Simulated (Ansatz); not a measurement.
Basis-set extrapolation for C$_{2}$H$_{6}$O$_{3}$Si (`O=C[SiH](O)CO`) (PBE0-D4/def2-TZVP geometry, frozen core, Ansatz 0.2.0). Multiplicity 1, RHF reference.

```csv
,def2-TZVPP,def2-QZVPP
HF,-592.914044,-592.937410
MP2 correlation,-1.155235,-1.244130
CCSD(T) correlation,-1.234573,not run
```

Energies in hartree. Use E(X) = E(∞) + A·exp(−7.88·√X) for Hartree–Fock and E(X) = E(∞) + B·X^(−2.97) for correlation, with X = 3 and 4, and add CCSD(T) minus MP2 of the smaller set to the MP2 limit.

**Question.** What is the CCSD(T) energy at the basis-set limit?

**Answer.** HF limit: -592.937410 + (-0.023366) × 0.13774 = -592.94063. MP2 limit: -1.244130 + (-0.088895) × 0.74074 = -1.30998. Higher-order term: -1.234573 − (-1.155235) = -0.07934. Total: -594.32995 hartree, 4.93 eV below CCSD(T)/def2-TZVPP.
